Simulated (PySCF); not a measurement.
C3HClF2, SMILES FC=C=C(F)Cl.

The structure is a stationary point at B3LYP-D3(BJ)/def2-SVP. The structure was generated by enumeration; whether it is a known compound was not checked.

Two levels are set side by side: TDDFT-PBE/def2-SVPD (PySCF) and TDDFT-PBE0/def2-SVPD (PySCF). Vertical, same geometry. The lowest singlet is HOMO→LUMO 99 % with PBE and HOMO→LUMO 98 % with the other functional; states are paired by order. Differences are taken from unrounded values.

| quantity | TDDFT-PBE0 |
|---|---|
| lowest singlet excitation (eV) | 5.05 |
| lowest triplet excitation (TDA) (eV) | 4.06 |
| first bright state (f over 0.05) (eV) | 7.23 |
| its oscillator strength | 0.74 |

Q: What does TDDFT-PBE give, and how far is it from TDDFT-PBE0? (An estimate is asked for; the answer gives what the named calculation found.)

A: 
```
quantity                               TDDFT-PBE  TDDFT-PBE minus TDDFT-PBE0
-------------------------------------  ---------  --------------------------
lowest singlet excitation (eV)              4.77                       -0.28
lowest triplet excitation (TDA) (eV)        4.11                        0.05
first bright state (f over 0.05) (eV)       6.53                       -0.70
its oscillator strength                     0.12                       -0.62
```

A lower first singlet is the usual sign of a functional without exact exchange. Differences between two approximate levels are no errors against the true value.

Rough cost on one machine, each run with all the roots and properties that it gave: TDDFT-PBE0 against TDDFT-PBE about 4 times.
